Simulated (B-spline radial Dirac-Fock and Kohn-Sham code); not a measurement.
Se 3p3/2: cross section and angular parameters

System: atomic selenium, [Ar] 3d10 4s2 4p4; threshold 160.7 eV (tabulated edge). The computed values come from an atomic code on a B-spline grid: Dirac-Hartree-Slater photoionisation with a Latter tail; cross sections with all multipoles, angular parameters from the dipole term and its interference with E2.

For linearly polarised light dσ/dΩ = σ/(4π) [1 + β P₂(cos θ) + (δ + γ cos²θ) sin θ cos φ], with θ from the polarisation vector and φ the angle between the beam and the projection of the electron momentum on the plane normal to the polarisation.

| hν (eV) | σ (kb) | β | γ | δ |
| --- | --- | --- | --- | --- |
| 201 | 420 | -0.187 | -0.114 | 0.084 |
| 239 | 473 | 0.557 | 0.099 | 0.062 |
| 309 | 457 | 1.106 | 0.194 | 0.024 |
| 348 | 424 | 1.256 | 0.166 | 0.013 |
| 499 | 291 | 1.506 | 0.030 | 0.001 |
| 600 | ? | ? | ? | ? |
| 722 | 168 | 1.607 | -0.025 | 0.001 |
| 760 | 154 | 1.614 | -0.023 | 0.002 |
| 800 | 140 | 1.619 | -0.018 | 0.002 |
| 1000 | 93.0 | 1.629 | 0.025 | 0.004 |
| 2000 | 20.4 | 1.549 | 0.360 | 0.015 |
| 2270 | 14.9 | 1.520 | 0.444 | 0.019 |
| 3870 | 3.65 | 1.360 | 0.834 | 0.044 |
| 4000 | 3.33 | 1.349 | 0.859 | 0.047 |
| 4420 | 2.52 | 1.312 | 0.935 | 0.054 |
| 5040 | 1.73 | 1.261 | 1.034 | 0.065 |
| 5680 | 1.22 | 1.212 | 1.122 | 0.077 |
| 5940 | 1.07 | 1.193 | 1.155 | 0.082 |
| 6000 | 1.03 | 1.189 | 1.162 | 0.083 |
| 6820 | 0.704 | 1.134 | 1.254 | 0.098 |
| 15000 | 0.0570 | 0.760 | 1.745 | 0.242 |

Question: Give the values at 600 eV.

Answer: σ = 225 kb, β = 1.570, γ = -0.013, δ = 0.001.
